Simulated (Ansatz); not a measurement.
Total energies of Cl₂ISi (`Cl[Si](Cl)I`) radical.

Cartesian coordinates in Å:
```
Cl -0.2618 0.0593 1.9630
Si -0.4408 -0.3107 -0.0427
Cl 1.1044 -1.5244 -0.6180
I -0.4018 1.7757 -1.3023
```

Charge 0, multiplicity 2. Correlated methods include outer-core shells of I, which these sets cover unevenly. I takes the def2 core potential. All single points use the PBE0-D4/def2-TZVP geometry. Basis def2-TZVPP, the Gaussian-basis code of Ansatz.

RPA on PBE orbitals: Hartree–Fock energy of these orbitals -1504.68697 Eh, correlation -1.39173 Eh (frozen core).

```csv
functional,kind,energy without D4 (Eh),D4 term (kJ/mol)
BHLYP,"global hybrid, 50 %",-1507.69117,-31.9
LC-ωPBE,long-range corrected hybrid,-1507.42654,–
```

Question: Give the same for LDA (SPW92), PBE, revPBE, BLYP, r2SCAN, B97M-V, PBE0, B3LYP, r2SCANh, r2SCAN0, HSE06 (plane-wave form), CAM-B3LYP, ωB97X-V, ωB97M-V, B2PLYP, PBE-QIDH. (An estimate is asked.)

Answer: The calculation gave: 
```tsv
functional	kind	energy without D4 (Eh)	D4 term (kJ/mol)
LDA (SPW92)	LDA	-1503.20830	–
PBE	GGA	-1507.21037	-19.7
revPBE	GGA	-1507.55365	-44.1
BLYP	GGA	-1507.67897	-41.7
r2SCAN	meta-GGA	-1507.77679	-4.1
B97M-V	meta-GGA with VV10	-1507.41201	–
PBE0	global hybrid, 25 % exact exchange	-1507.33431	-17.0
B3LYP	global hybrid, 20 %	-1507.87917	-33.0
r2SCANh	meta-GGA hybrid, 10 %	-1507.76191	-4.6
r2SCAN0	meta-GGA hybrid, 25 %	-1507.74053	-5.2
HSE06 (plane-wave form)	screened hybrid	-1507.31143	-16.3
CAM-B3LYP	range-separated hybrid	-1507.77324	-18.0
ωB97X-V	range-separated hybrid GGA with VV10	-1507.54034	–
ωB97M-V	range-separated hybrid meta-GGA with VV10	-1507.66216	–
B2PLYP	double hybrid	-1507.19443	–
PBE-QIDH	double hybrid	-1506.92733	–
```

B3LYP takes the VWN-RPA correlation (the form of Gaussian; ORCA's B3LYP/G). HSE06 is the plane-wave form, built on full-range PBE exchange. The double hybrids freeze the cores in their second-order part.

LC-ωPBE has ω = 0.4 bohr⁻¹.
